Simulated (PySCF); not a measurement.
palladium atom (Pd), singlet (core potentials on Pd). Base run: HF/def2-TZVP, polarisability (PySCF).

Input for PySCF:
```python
from pyscf import gto, scf
from pyscf.prop import polarizability

mol = gto.Mole()
mol.atom = '''
    Pd    0.00000000    0.00000000    0.00000000
'''
mol.basis = 'def2-tzvp'
mol.ecp = {'Pd': 'def2-tzvp'}
mol.verbose = 3
mol.build()

mf = scf.RHF(mol)
mf.kernel()
alpha = mf.Polarizability().polarizability()[2, 2]
print('alpha_zz =', alpha)
```

Variants of this job, named by their change:

```
change                                         alpha_zz (bohr³)  basis functions
---------------------------------------------  ----------------  ---------------
base                                                      14.21               40
basis = def2-SVPD                                         14.40               34
finite field (a.u.) = 0.001; conv_tol = 1e-11             14.21               40
basis = def2-TZVPD                                        14.21               40
finite field (a.u.) = 0.005; conv_tol = 1e-11             14.23               40
functional = pbe0                                         17.51               40
finite field (a.u.) = 0.001; conv_tol = 1e-6              14.44               40
functional = lda,vwn                                      19.20               40
finite field (a.u.) = 0.05; conv_tol = 1e-11              17.42               40
finite field (a.u.) = 0.02; conv_tol = 1e-11              14.50               40
basis = def2-SVP                                            ___              ___
finite field (a.u.) = 2e-4; conv_tol = 1e-11              14.21               40
```

Task: Fill in the missing entries.

Result: 
- basis = def2-SVP, alpha_zz (bohr³): 12.79
- basis = def2-SVP, basis functions: 31

Finite-field rows take the second difference of the energy in a field along z; a small field with loose convergence shows SCF noise divided by the square of the field, and a large one adds hyperpolarisability.
